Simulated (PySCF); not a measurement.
Si(F)(Me)3 (C₃H₉FSi), SMILES C[Si](C)(F)C. Coordinates come from a PBE-D3(BJ)/def2-SVP optimisation.

All values below come from PBE-D3(BJ)/def2-SVP (PySCF).

Harmonic wavenumbers (cm⁻¹): 130, 151, 151, 184, 184, 223, 262, 262, 594, 649, 670, 670, 742, 742, 761, 838, 838, 899, 1219, 1219, 1226, 1370, 1377, 1377, 1385, 1385, 1396, 2974, 2974, 2976, 3071, 3071, 3073, 3078, 3078, 3078. Rotational constants (GHz): 3.292, 3.292, 3.077; symmetry number 3.

### Question
Work out the zero-point energy and the ideal-gas rigid-rotor harmonic-oscillator thermochemistry at 298.15 K and 1 atm.

### Answer
ZPE = ½ Σ hcν = ½ × 48275 cm⁻¹ = 288.75 kJ/mol. H − E(el) = 313.67 kJ/mol. Entropy in J/(mol K): translation 165.17, rotation 102.45, vibration 88.13, total 355.74. G − E(el) = 207.61 kJ/mol. Cp = 132.18 J/(mol K). Modes under 150 cm⁻¹ make the vibrational entropy uncertain.
